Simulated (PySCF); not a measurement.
## Computed beside measured shifts

System: Me2Si(SeBu)2 (C10H24Se2Si), SMILES CCCC[Se][Si](C)(C)[Se]CCCC.

Atom-mapped SMILES (hydrogens are numbered by the atom that bears them): [CH3:1][CH2:2][CH2:3][CH2:4][Se:5][Si:6]([CH3:7])([CH3:8])[Se:9][CH2:10][CH2:11][CH2:12][CH3:13]

Computed with GIAO KT3/pcSseg-1, gas phase, PySCF SCF with an in-house response code, fitting set def2-universal-JFIT, grid level 2, non-relativistic, on the GFN2-xTB geometry.

One optimised conformer. Values are averaged over the atoms that symmetry or fast rotation interchanges, on this one geometry and without vibrational averaging. Shifts are the reference shielding less the shielding here, at the same level (13C, 1H, 29Si against isolated TMS; 77Se against isolated Me2Se); nuclei without a reference have shieldings only.

Spin-orbit coupling is left out, which matters for the heavier atoms here.

What shifts does this level give for Si6, Se5/9, and how do they compare with measurement?


```tsv
atom	nucleus	computed / ppm	measured / ppm	computed less measured	measured against	medium of the measurement
Si6	29Si	53.1	18.1	35.0	TMS	solution
Se5/9	77Se	-161.8	-96	-65.8	Me2Se	solution
```

Measured values: U. Herzog, Habilitationsschrift, TU Bergakademie Freiberg, 2002/2003.
